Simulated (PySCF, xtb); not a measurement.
ClH7OSi3, SMILES [SiH3]O[SiH2][SiH2]Cl.

xtb with GFN2-xTB at its own geometry gives an orbital gap of 4.22 eV and a dipole moment of 2.29 D.

The structure is a stationary point at B3LYP-D3(BJ)/def2-SVP. This is a generated structure with no PubChem entry under its InChIKey; it may be hypothetical. Other conformers were not sampled.

**Question.** What does PySCF with B3LYP/def2-TZVP give? (An estimate is asked for; the answer gives what the named calculation found.)

**Answer.** gap 6.43 eV (levels -7.74 and -1.31 eV), dipole 1.57 D.
